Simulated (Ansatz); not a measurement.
Compare A (`C[Se][GeH2][OH]`) with its isomer B (`C[O][GeH2][SeH]`).

Gas-phase electronic energies from Ansatz, PBE0-D4/def2-TZVP geometries. CCSD(T)/CBS adds triple-zeta CCSD(T) − MP2 to the extrapolated MP2 energy (def2 sets, frozen cores). Functionals use def2-TZVPP. B3LYP here is the variant with VWN-RPA as its local correlation; programs differ in this. For Ge, Se outer-core shells are correlated without core-valence functions, which leaves a few kJ/mol of doubt a bond. Scalar relativity is left out up to krypton. Each species was taken in one conformer, which may not be the lowest.

(1) Which is lower in electronic energy at CCSD(T)/CBS, and by how much? (An estimate is asked.)

(2) Give E(B) − E(A) in kJ/mol with B3LYP-D4, CCSD(T)/def2-TZVPP, r2SCAN-D4, MP2/def2-TZVPP, PBE-D4, CCSD/def2-TZVPP, HF/def2-TZVPP. (Best estimate.)

Largest T1 diagnostic: 0.011.

## Answers

(1) Computed: A, by 49.5 kJ/mol.

(2) Computed: B3LYP-D4 43.5, CCSD(T)/def2-TZVPP 47.3, r2SCAN-D4 46.4, MP2/def2-TZVPP 54.4, PBE-D4 47.3, CCSD/def2-TZVPP 45.9, HF/def2-TZVPP 36.9. None reverses the order clearly.

In def2-TZVPP, CCSD(T) changes the Hartree–Fock value by +10.4 kJ/mol (the triples alone add +1.4 kJ/mol) and MP2 by +17.5 kJ/mol.
